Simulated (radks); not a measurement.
Values are calculated unless marked as measured or tabulated.
Sr XXXIII, 6 electrons, occupied as [He] 2s2 2p2.

Level of theory: non-relativistic Kohn-Sham, LB94 model potential, spin-polarised, spherical densities, point nucleus; open shells are filled with parallel spins first (spin-orbit coupling, left out, can overturn this in heavy ions); relativity is left out, which matters for an element this heavy (a radial shooting solver on a logarithmic mesh with Libxc functionals).

Energy parts (eV):
| part | energy |
|---|---|
| kinetic | 55658.897 |
| electron-nucleus | -114513.781 |
| Hartree | 4310.507 |
(The LB94 potential has no energy functional, so no total or exchange-correlation energy is given.)

Orbitals (lengths in bohr, moments of r in powers of bohr):
| orbital | occ. | eigenvalue (eV) | <r> |
|---|---|---|---|
| 1s down | 1 | -18043.44 | 0.03997 |
| 1s up | 1 | -18035.13 | 0.04000 |
| 2s up | 1 | -4073.339 | 0.1672 |
| 2s down | 1 | -4037.505 | 0.1677 |
| 2p up | 2 | -3964.370 | 0.1417 |
| 2p down | 0 | -3930.655 | 0.1418 |

The highest occupied level is 2p up at -3964.4 eV. The spin density at the nucleus is 10.96 e/bohr^3 (1s -3.92, 2s 14.88). The electron density at the nucleus is 3.798e+04 e/bohr^3. The density falls to 0.001 e/bohr^3 at r = 0.56 bohr. For comparison, the ionisation energy in NIST's Atomic Spectra Database is 4053 eV (semi-empirical). In exact Kohn-Sham theory the highest level is minus the ionisation energy, but local and semilocal functionals leave it too shallow, through self-interaction and a potential that decays too fast; potentials with the right tail come closer. Summed over all electrons, <r^2> = 0.1182 bohr^2, which gives a Langevin (diamagnetic) susceptibility term of -0.0936 x 10^-6 cm^3/mol.
